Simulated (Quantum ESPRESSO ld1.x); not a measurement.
Task: The mean radii <r> (bohr) of the occupied orbitals of an atom or ion are listed with their occupations. Method: scalar-relativistic Kohn-Sham, LDA (Slater exchange, Perdew-Zunger correlation), spin-polarised, spherical densities, point nucleus; computed with ld1.x of Quantum ESPRESSO 7.5.

| orbital | occ. | <r> |
|---|---|---|
| 1s up | 1 | 0.01715 |
| 1s down | 1 | 0.01715 |
| 2s up | 1 | 0.07191 |
| 2s down | 1 | 0.07188 |
| 2p up | 3 | 0.06471 |
| 2p down | 3 | 0.06468 |
| 3s up | 1 | 0.1769 |
| 3s down | 1 | 0.1770 |
| 3p up | 3 | 0.1752 |
| 3p down | 3 | 0.1754 |
| 3d up | 2 | 0.1556 |

Name the element and its charge. Open shells, if any, are filled with parallel spins first.

Result: Z = 78, platinum, charge +58: Pt58+ in [Ar] 3d2. The 1s radius gives Z: for a bare nucleus <r> = (2 gamma + 1)/(2Z) with gamma = sqrt(1 - (Z/c)^2), 0.01695 bohr for Z = 78, and screening makes it slightly larger (0.01715 here). The occupations add up to 20, and the charge is Z minus that.
